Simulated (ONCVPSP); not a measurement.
Ba (Z = 56): excitation energies, all-electron against ONCV

ONCVPSP 4.0.1 input, shortened (lines: element, Z, core and valence counts, functional; n l f; lmax; l rc ep ncon nbas qcut; lloc lpopt rc5 dvloc0; l nproj debl; icmod fcfact rcfact), PBE, scalar-relativistic:

```
  Ba 56.00    9    3        4      upf
    1    0    2.00
    2    0    2.00
    2    1    6.00
    3    0    2.00
    3    1    6.00
    3    2   10.00
    4    0    2.00
    4    1    6.00
    4    2   10.00
    5    0    2.00
    5    1    6.00
    6    0    2.00
    2
    0    3.15    0.00    5   10    4.60
    1    2.45    0.00    4    8    6.20
    2    2.55    0.11    4    7    4.00
    4    5    1.80    3.00
    0    2    0.90
    1    2    3.30
    2    2    2.40
    0    0.00    0.00
```

In the d channel the program set the typed energies aside and used 0.050, 2.450 Ha.

Energies are relative to the spin-unpolarised reference configuration 5s2 5p6 6s2; without spin polarisation the order of configurations can differ from experiment.

```csv
valence configuration,charge,ΔE all-electron (eV),error AE − PS (meV)
5s2 5p6 6s0,+2,15.344,-2.7
5s2 5p6 6s1.5,+0.5,2.136,-0.3
```

Q: What are ΔE and the potential's error for 5s2 5p6 6s0 6p1?

A: ΔE = 7.962 eV all-electron; the error (AE − PS) is +0.3 meV.

Q: What are ΔE and the potential's error for 5s2 5p6 6s1?

A: ΔE = 5.362 eV all-electron; the error (AE − PS) is -0.7 meV.

Levels in the configuration 5s2 5p6 6s1:

```
level  all-electron (eV)  pseudo (eV)
   5s            -39.341      -39.350
   5p            -24.361      -24.362
   6s             -7.584       -7.585
```
